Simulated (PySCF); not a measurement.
**Polarisability and C₆ of Fe (iron, neutral)**

[Ar] 3d6 4s2, high-spin 5D determinant. Calculation: PySCF 2.14, in ANO-RCC-VTZP (6s5p3d2f1g, 59 functions); scalar relativity by spin-free X2C-1e. Coupled (time-dependent) response in atomic units; α is the mean over directions. The basis has no added diffuse functions, which lowers α and C₆.

```
 method  mean α (bohr³)         α xx, yy, zz  C₆ (like pair)  S(−4)
LC-wPBE           65.10  64.18, 64.18, 66.93           592.1   2433
```

S(−4) is the Cauchy moment in α(ω) = α(0) + S(−4) ω² + …

Reference α: 62 ± 4 bohr³ (recommended; Schwerdtfeger and Nagle, table of static dipole polarizabilities (2023 update)). Published C₆: 482.0 (Chu and Dalgarno (2004); Tang, Norbeck and Certain (1976)).

α(iu) at LC-wPBE:

```json
{"u (hartree)": "0", "α(iu) (bohr³)": "65.10"}
{"u (hartree)": "0.0500", "α(iu) (bohr³)": "59.77"}
{"u (hartree)": "0.100", "α(iu) (bohr³)": "48.85"}
{"u (hartree)": "0.200", "α(iu) (bohr³)": "29.60"}
{"u (hartree)": "0.300", "α(iu) (bohr³)": "18.68"}
{"u (hartree)": "0.500", "α(iu) (bohr³)": "9.419"}
{"u (hartree)": "0.750", "α(iu) (bohr³)": "5.429"}
{"u (hartree)": "1.00", "α(iu) (bohr³)": "3.758"}
{"u (hartree)": "1.50", "α(iu) (bohr³)": "2.302"}
{"u (hartree)": "2.00", "α(iu) (bohr³)": "1.619"}
{"u (hartree)": "3.00", "α(iu) (bohr³)": "0.9378"}
{"u (hartree)": "5.00", "α(iu) (bohr³)": "0.4247"}
```

A single London oscillator, α(iu) = α/(1 + u²/ω²), gives C₆ = (3/4) ω α². Matching the computed C₆ needs ω = 4 × 592.1 / (3 × 65.10²) = 0.186 hartree.

The components differ because the open shell of this determinant is not spherical; for a pure term their mean is the scalar polarisability.
